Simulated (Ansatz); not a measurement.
**Worked example: C2H6ClGa + C2H5AlCl → C2H6Ga + C2H5AlCl2**

Gas-phase species: C2H6ClGa `C[CH2][GaH][Cl]`, singlet; C2H5AlCl `C[CH2][Al][Cl]`, doublet; C2H6Ga `C[CH2][GaH]`, doublet; C2H5AlCl2 (ethylaluminum dichloride) `C[CH2][Al]([Cl])[Cl]`, singlet. A radical takes Cl: the energy is the difference in strength between the Ga–Cl bond broken and the Al–Cl bond made.

Shapes, held fixed at every level: PBE0-D4/def2-TZVP. Flexible molecules stand in one conformer, not always the lowest. Programs: Ansatz 0.2.0. Electronic energies: no zero-point or thermal term.

At CCSD(T)/def2-TZVPP; 1 Eh = 2625.50 kJ/mol:

```
  species   energy (Eh)
 C2H6ClGa  -2462.919960
 C2H5AlCl   -780.829951
   C2H6Ga  -2003.081222
C2H5AlCl2  -1240.682264
```

Q: Work out ΔE of the reaction at this level.

A: 
1. Products less reactants: (-2003.081222) + (-1240.682264) − [(-2462.919960) + (-780.829951)] = -0.013575 Eh = -35.6 kJ/mol.

Other levels give -37.4 (B2PLYP/def2-TZVPP) to -34.7 kJ/mol (r2SCAN-D4/def2-TZVPP). No measured value is set beside it here. Open shells run unrestricted. Relativity is left out for Ga. Outer-core shells of Ga are correlated, in sets that cover them unevenly.
